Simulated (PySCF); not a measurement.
# Excitation energy of Os by level of theory

Os [Xe] 4f14 5d6 6s2 (5D) → Os [Xe] 4f14 5d5 6s2 6p1 (7P), as a difference of total energies. All numbers are calculated (PySCF 2.14, scalar relativity by spin-free X2C-1e, in ANO-R2 (8s6p5d3f1g, 81 functions)). The calculations carry no spin-orbit coupling.

```csv
method,excitation energy (cm⁻¹)
UHF,30440
wB97X,42720
M06,45850
```

The basis was made for the ground configuration and has no added diffuse functions, so the excitation energy can come out too high.
